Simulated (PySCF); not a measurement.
**Working out the ionisation energy of Kr⁺**

Kr⁺ [Ar] 3d10 4s2 4p5 (2P) → Kr²⁺ [Ar] 3d10 4s2 4p4 (3P). All numbers are calculated (PySCF 2.14, the non-relativistic Hamiltonian (point nucleus), in def2-TZVP (6s5p4d1f, 48 functions)). Frozen: [Ar] 3d10. Energies in hartree (1 hartree = 27.21139 eV):

```tsv
part	Kr⁺ (lower)	Kr²⁺ (upper)
UHF	-2751.521762	-2750.667490
CCSD correlation	-0.158392	-0.128258
(T)	-0.004147	-0.003088
```

Question: What does Hartree-Fock give?

Answer: (-2750.667490) − (-2751.521762) = 0.854272 hartree = 23.246 eV.

Question: What do CCSD and CCSD(T) give?

Answer: The CCSD correlation energies differ by 0.030134 hartree = 0.820 eV and the triples by 0.001059 hartree = 0.029 eV, so CCSD gives 24.066 eV and CCSD(T) 24.095 eV.

Reference: 24.360 eV (measured; NIST Atomic Spectra Database, ionization energies), between the lowest levels; spin-orbit coupling is absent from the calculation.

The calculation is non-relativistic.

What remains against the reference includes basis incompleteness, the frozen core and higher excitations.
